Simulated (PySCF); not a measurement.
# Bond length, frequency and bond energy of AsBr⁺ by level of theory

State: ²Π (doublet), unpaired electrons π ↑. Set-up: PySCF, no relativity, basis sets As def2-TZVPPD, Br def2-TZVPPD. De refers to As⁺ + Br in their high-spin ground configurations, without counterpoise correction. The functionals are run spin-unrestricted. A positive dipole points towards Br; it is taken about the centre of mass and depends on that origin.

```
      Level  Re (Å)  ωe (cm⁻¹)  De (eV)  μ (D)  CPU s a point (SCF and correlation, without the integrals)
        UHF   2.178        401     2.04  -2.77                                                           2
    UHF-MP2   2.168        407     3.72    n/a                                                         3.4
UHF-SCS-MP2   2.175        402     3.54    n/a                                                         n/a
        PBE   2.206        370     4.27  -1.90                                                         1.3
       BLYP   2.229        353     4.05  -1.99                                                         1.5
     r²SCAN   2.185        384     4.13  -1.92                                                         1.7
      M06-L   2.184        386     4.10  -1.86                                                         1.7
       PBE0   2.180        392     3.92  -2.08                                                         3.5
    r²SCAN0   2.169        400     3.83  -2.08                                                           3
       MN15   2.167        394     3.65  -2.10                                                           3
     M06-2X   2.189        393     3.51  -2.41                                                         6.5
    ωB97M-V   2.172        402     3.68  -2.25                                                          17
```

Problem. What does a quarter of exact exchange do here, going from PBE to PBE0?

Solution. PBE0 less PBE: -2.6 pm in Re, +5.9 % in ωe, -0.35 eV in De. Exact exchange removes part of the self-interaction that spreads semilocal densities, and in most molecules shortens and stiffens the bond and lowers De; so it does here.

Problem. What does a quarter of exact exchange do here, going from r²SCAN to r²SCAN0?

Solution. r²SCAN0 less r²SCAN: -1.6 pm in Re, +4.2 % in ωe, -0.30 eV in De. Exact exchange removes part of the self-interaction that spreads semilocal densities, and in most molecules shortens and stiffens the bond and lowers De; so it does here.

Problem. What does second-order correlation do here, going from UHF to UHF-MP2?

Solution. UHF-MP2 less UHF: -1.0 pm in Re, +1.5 % in ωe, +1.68 eV in De. Correlation nearly always deepens the well. The bond shortens, as in weak, metallic or heavy-atom bonds, where dispersion and the correlation of outer-core electrons pull the atoms together.

Correlated steps freeze 18 core orbitals. Spin–orbit coupling is left out. For an ion De counts to the pair picked by the measured ionisation energies or electron affinities, which need not be the lowest pair at this level. The state was picked by a PBE0 search and need not be the measured ground state.

The whole job (state search and all levels along the bond) took about 5 min on 2 threads of Intel Xeon 6975P-C (shared host), peak memory 5.1 GiB.
